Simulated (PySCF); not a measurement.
**Electron correlation in C (carbon, neutral)**

[He] 2s2 2p2, high-spin 3P determinant. All numbers are calculated (PySCF 2.14, no relativity, point nucleus, in aug-cc-pVQZ). Frozen: 1s2; 4 electrons correlated.

```
  level  correlation energy (mhartree)
   CCSD                         -91.12
    (T)                          -2.40
CCSD(T)                         -93.52
```

Diagnostics: T1 = 0.0098, D1 = 0.0192, largest double amplitude 0.067.

Cost of the coupled-cluster step: about 18 core-seconds, for 4 correlated electrons.
